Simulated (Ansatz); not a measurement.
Ansatz (a program for electronic structure) input:

Ansatz 0.2 input:
```yaml
crystal:
  periodic: [false, false, false]
  atoms:
    - {symbol: B, position_ang: [-0.00000000, -0.00000000, -0.63426056]}
    - {symbol: O, position_ang: [-0.00000000, -0.00000000, -1.83903293]}
    - {symbol: Cl, position_ang: [0.00000000, 0.00000000, 1.05197449]}
basis:
  gaussian:
    orbitals: def2-TZVP
hamiltonian:
  xc: b3lyp
  dispersion: d3bj
phonons: {temperatures: {t_min: 298.15, t_max: 298.15, t_step: 100}}
```

Question: What final total energy does it print?

Answer: -560.42977 Eh (B3LYP-D3(BJ)/def2-TZVP). The basis has 99 functions.
